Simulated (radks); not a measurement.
Q: The table gives one normalised radial function P(r) = r R(r) of Rh in [Kr] 4d8 5s1 (r in bohr). Method: scalar-relativistic Kohn-Sham, PBE, spin-polarised, spherical densities, finite nucleus; open shells are filled with parallel spins first (spin-orbit coupling, left out, can overturn this in heavy ions); Fermi nuclear charge, rms radius 4.4945 fm; computed with a radial shooting solver on a logarithmic mesh with Libxc functionals.

r	P
0.001118	0.0125
0.001736	0.0183
0.002695	0.0265
0.004184	0.0373
0.006497	0.0503
0.01009	0.0631
0.01566	0.0691
0.02432	0.0568
0.03776	0.0125
0.05864	-0.0611
0.09105	-0.1138
0.1402	-0.0554
0.2178	0.1138
0.3381	0.1519
0.525	-0.1087
0.8151	-0.2692
1.266	0.0687
1.965	0.5163
3.051	0.5910
4.738	0.3354
7.357	0.0940
11.42	0.0096

Which n and l does it have? It may be an empty orbital.

A: n = 5, l = 0: the number of nodes gives n - l - 1 = 4, the rise at small r (about r^(l+1), flatter next to the nucleus through relativity) gives l, and the extent must fit the shell. The curve is that of 5s up; the table hardly tells the two spins apart. 5s up: eigenvalue -4.762 eV, 4 radial nodes at r = 0.0411, 0.164, 0.452, 1.19 bohr, <r> = 3.24 bohr, 90 % of the charge inside 4.92 bohr.
